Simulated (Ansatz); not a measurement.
Cost and result for the atomization energy of C2H6BClSi, SMILES `[SiH3]C1CB1Cl` (11 atoms, 11 bonds).

Z-matrix (Å, degrees):
```
Si
C 1 1.855
H 1 1.489 2 108.6
H 1 1.487 2 110.9 3 -119.8
H 1 1.489 2 111.3 3 119.0
C 2 1.575 1 117.7 3 -41.0
B 2 1.509 1 121.0 3 27.3
H 2 1.089 1 114.0 3 176.9
H 6 1.087 2 116.7 1 -1.2
H 6 1.087 2 117.0 1 -139.1
Cl 7 1.715 2 147.8 1 77.7
```

The species carries charge 0 and has multiplicity 1. The geometry is a stationary point of PBE0-D4/def2-TZVP. Program: Ansatz. All runs use 4 threads of an Arm Neoverse V1 on a shared host. Times are those of one run each, without the atoms' runs, and a repeat can differ threefold. Electronic energies, without spin–orbit coupling; frozen cores. CCSD(T)/CBS adds CCSD(T) − MP2 in def2-TZVPP to the MP2 limit, and its time is that of the two runs behind it. T1 = 0.012. B3LYP takes the VWN-RPA correlation (the form of Gaussian; ORCA's B3LYP/G).

CCSD(T)/CBS is a level of theory with its own doubt, some kJ/mol a heavy atom from the limit and from the frozen cores, so smaller differences don't rank the functionals.

```
                             level  functions  wall time
   PBE-D4/def2-TZVPP (with forces)        261      2.7 s
                PBE0-D4/def2-TZVPP        261      3.3 s
r2SCAN-D4/def2-TZVPP (with forces)        261      5.5 s
                 B2PLYP/def2-TZVPP        261      5.5 s
 B3LYP-D4/def2-TZVPP (with forces)        261      5.5 s
                ωB97X-V/def2-TZVPP        261      8.5 s
  ωB97M-V/def2-TZVPP (with forces)        261       12 s
                    MP2/def2-QZVPP        491       22 s
                CCSD(T)/def2-TZVPP        261      2 min
                 CCSD(T)/CBS(def2)          –    2.4 min
```

**Question.** What atomization energy does each give, and how far from CCSD(T)/CBS? (An estimate is asked.)

**Answer.** Computed: 
```tsv
level	atomization (kJ/mol)	difference from CCSD(T)/CBS	per bond
PBE-D4/def2-TZVPP (with forces)	4074.5	88.4	8.0
PBE0-D4/def2-TZVPP	4035.1	49.0	4.4
r2SCAN-D4/def2-TZVPP (with forces)	4035.4	49.3	4.5
B2PLYP/def2-TZVPP	3956.3	-29.8	-2.7
B3LYP-D4/def2-TZVPP (with forces)	3997.9	11.8	1.1
ωB97X-V/def2-TZVPP	4022.1	36.0	3.3
ωB97M-V/def2-TZVPP (with forces)	4023.2	37.1	3.4
MP2/def2-QZVPP	4015.9	29.8	2.7
CCSD(T)/def2-TZVPP	3893.4	-92.7	-8.4
CCSD(T)/CBS(def2)	3986.1	0.0	0.0
```

In def2-TZVPP, CCSD(T) changes the Hartree–Fock value by +857.9 kJ/mol (the triples alone add +55.4 kJ/mol) and MP2 by +925.9 kJ/mol; breaking electron pairs costs correlation energy, which Hartree–Fock lacks. The D4 term adds +40.3 kJ/mol with B3LYP and +21.3 kJ/mol with PBE0; it sums over pairs of atoms, weighted by their polarisabilities, and B3LYP, whose exchange is more repulsive, gets the larger term. From PBE to PBE0 (25 % exact exchange), in def2-TZVPP and without D4, the atomization energy moves by −35.8 kJ/mol: exact exchange takes away binding that semilocal exchange gives to molecules.
